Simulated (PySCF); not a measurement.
Compound: phenyldifluoroborane, C6H5BF2.
Z-matrix (Å and degrees, PBE0-D3(BJ)/def2-SVP geometry), rows numbered from 1:
```
F 
B   1  1.3217
F   2  1.3217  1  116.70
C   2  1.5454  1  121.71  3  -179.73
C   4  1.4037  2  120.68  1    -1.83
C   5  1.3916  4  120.67  2   179.91
C   6  1.3955  5  119.80  4    -0.15
C   7  1.3955  6  120.24  5     0.08
C   8  1.3915  7  119.81  6     0.06
H   5  1.0931  4  119.36  2    -0.17
H   6  1.0925  5  120.14  4   179.87
H   7  1.0929  6  119.88  5  -179.91
H   8  1.0925  7  120.07  6  -179.94
H   9  1.0931  4  119.34  2     0.16
```

The calculation used PySCF, delta-SCF UKS SCAN, pcX-2 on the ionised atom, pcseg-1 elsewhere, spin-free X2C. Every row has its own mixed basis.

```tsv
ionised atom	basis functions	E(ground) (Eh)	binding energy (eV)
B2	182	-456.34768	198.685
C4	182	-456.34738	290.306
C5	182	-456.34755	290.600
C6	182	-456.34776	290.587
C7	182	-456.34760	290.659
F1	182	-456.39204	693.180
```

Task: Fill in the total energy of each core-ionised state.

Result: With binding energy = E(ionised) − E(ground) and 27.2114 eV a hartree:

```
atom  binding energy (Eh)  E(ionised) (Eh)
  B2               7.3015        -449.0461
  C4              10.6685        -445.6788
  C5              10.6793        -445.6682
  C6              10.6789        -445.6689
  C7              10.6815        -445.6661
  F1              25.4739        -430.9181
```

Task: How much do the ground-state energies differ, and what would follow from using one of them for all holes?

Result: They run from -456.3920 Eh (core basis on F1) to -456.3474 Eh (on C4), 0.0446 Eh or 1.21 eV apart, though the state is the same; only basis and grid differ. Pairing the ion of C4 with the ground state of F1 would put its binding energy 1.21 eV too high.

Lowest listed C 1s: C4, bonded to 2 C (aromatic in the SMILES) and B. Highest, 0.35 eV above it: C7, bonded to 2 C (aromatic in the SMILES) and H. The widest gap between neighbouring values is 0.28 eV, between 290.31 and 290.59 eV. Summing the Pauling electronegativity differences to the bonded atoms, each weighted by its formal bond order, gives -0.51 for the lowest site and -0.35 for the highest; no listed site has a larger sum than the highest. The values 290.59 and 290.60 eV lie too close for their order to be trusted.

Only 1s holes are shown. The first atom of each set that the bonding makes equivalent was ionised and stands for the set. Spin contamination (⟨S²⟩ against 0.75 for a pure doublet) is marked for B 1s of B2 (0.88), which makes this value less certain. Isolated species at its PBE0-D3(BJ)/def2-SVP geometry, gas phase.
